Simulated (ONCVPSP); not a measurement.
Before and after: ONCV potential for Se (Z = 34)

Se, optimised norm-conserving Vanderbilt (ONCV), made with ONCVPSP 4.0.1 (BLYP, scalar-relativistic). Core [Ar] 3d10, reference 4s2 4p4. Waves: 4s: rc 1.55 bohr, ncon 3, nbas 7, qcut 4.6 1/bohr, 3 projectors, debl 0.8 Ha; 4p: rc 1.80 bohr, ncon 3, nbas 8, qcut 3.7 1/bohr, 2 projectors, debl 1.9 Ha; d scattering state at 0.24 Ha: rc 1.45 bohr, ncon 4, nbas 7, qcut 6 1/bohr, 2 projectors, debl 2.4 Ha. Local part: polynomial inside 1.40 bohr (lpopt 5, dvloc0 2 Ha). Core correction: Teter function, fcfact 4.75, rcfact 1.3.

Change: all radii but the core radius scaled by about 0.92 (s 1.42, p 1.66, d 1.34 bohr); local potential polynomial inside 1.28 bohr (lpopt 5, dvloc0 2 Ha).

Cutoffs: the cutoffs (Ha) at which the residual kinetic energy of the hardest occupied pseudo-wave falls to 1 and 0.1 mHa per electron; they do not see the model core or the augmentation charge, which bear on the density cutoff. Errors are all-electron minus pseudo energies relative to the spin-unpolarised reference configuration.

Question: What does the change do?

Answer: The potential gets harder (11 Ha and 58 Ha → 12 Ha and 74 Ha); both files keep a bound ghost (d, s); of the 4 tests that both files solve, the error grows in 0 and shrinks in 2 by more than 15 % and 0.3 meV (median size 5.0 → 2.5 meV). A smaller radius makes the pseudo-wave follow the all-electron one further in, where it bends more sharply, so more plane waves are needed.

| quantity | base | changed |
| --- | --- | --- |
| cutoff, loose | 11 Ha | 12 Ha |
| cutoff, tight | 58 Ha | 74 Ha |
| loose cutoff by channel | s 11 Ha, p 5.6 Ha | s 12 Ha, p 9.3 Ha |
| bound ghosts | s, d | s, d |
| GHOST(+) flags under 300 eV | s at 160.9 eV | none |
| error for 4s2 4p3, meV [ΔE 10.70 eV] | -0.4 | +0.4 |
| error for 4s2 4p2, meV [ΔE 30.94 eV] | -9.6 | -4.7 |
| error for 4s2 4p1, meV [ΔE 61.77 eV] | -43 | -26 |
| error for 4s2 4p3.5, meV [ΔE 4.24 eV] | +0.2 | +0.4 |
| rms error of d²Exc/dni dnj with the model core, mHa | 1.90 | 2.01 |

Base: The cutoffs count occupied waves only; projector 2 of the d channel, the hardest unoccupied one, needs 114 Ha at the loose tolerance. Changed file: The cutoffs count occupied waves only; projector 2 of the d channel, the hardest unoccupied one, needs 134 Ha at the loose tolerance. A true bound ghost makes a file unfit for plane-wave use even where its test errors are small: the radial tests pick states by their node count and pass the ghost by.
